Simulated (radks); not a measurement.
Values are calculated unless marked as measured or tabulated.
Neutral gadolinium, 64 electrons, occupied as [Xe] 4f7 5d1 6s2 (the NIST ground configuration).

Level of theory: Dirac Kohn-Sham, LDA (Slater exchange, Perdew-Wang correlation), spin-unpolarised, spherical densities, point nucleus; open shells fill j = l - 1/2 first (a radial shooting solver on a logarithmic mesh with Libxc functionals).

Energy parts (eV):
part                      energy
total                 -306743.51
kinetic                334466.99
electron-nucleus      -753802.24
Hartree                119181.79
exchange-correlation    -6590.05

Orbitals (lengths in bohr, moments of r in powers of bohr; <r^-3> diverges for s and p1/2; r(90%) holds 90 % of the orbital's charge):
orbital  occ.  eigenvalue (eV)  <r^-3>      <r^2>  r(90%)      <r^4>
1s1/2       2        -50004.24       -  0.0006557  0.0396  1.144e-06
2s1/2       2        -8252.836       -    0.01023   0.144  0.0001812
2p1/2       2        -7839.106       -   0.007422   0.128  0.0001120
2p3/2       4        -7144.048    9896   0.008657   0.137  0.0001471
3s1/2       2        -1828.579       -    0.06830   0.359   0.007058
3p1/2       2        -1648.963       -    0.06359   0.351   0.006411
3p3/2       4        -1506.456    2096    0.07068   0.370   0.007860
3d3/2       4        -1195.286   352.5    0.05639   0.342   0.005686
3d5/2       6        -1164.208   313.3    0.05837   0.347   0.006056
4s1/2       2        -367.5258       -     0.3457   0.795     0.1740
4p1/2       2        -297.6356       -     0.3635   0.823     0.1979
4p3/2       4        -265.7518   469.5     0.4026   0.866     0.2428
4d3/2       4        -150.4262   67.02     0.4615   0.948     0.3471
4d5/2       6        -144.6641   58.72     0.4769   0.964     0.3708
5s1/2       2         -49.6429       -      2.000    1.92      5.954
5p1/2       2         -30.3412       -      2.547    2.20      10.13
5p3/2       4         -25.9428   63.69      2.897    2.35      13.21
4f5/2       6          -9.0313   8.254     0.9795    1.48      2.831
4f7/2       1          -8.2766   7.950      1.014    1.50      3.095
6s1/2       2          -4.2418       -      17.82    5.86      502.8
5d3/2       1          -2.7981   3.257      9.563    4.56      199.8
5d5/2       0          -2.5299   2.722      10.32    4.75      234.3

The highest occupied level is 5d3/2 at -2.798 eV. For comparison, the ionisation energy in NIST's Atomic Spectra Database is 6.150 eV (measured). In exact Kohn-Sham theory the highest level is minus the ionisation energy, but local and semilocal functionals leave it too shallow, through self-interaction and a potential that decays too fast; potentials with the right tail come closer.

Beside tabulated values, note that spin-unpolarised runs miss the spin-polarisation part of the exchange energy of open shells.
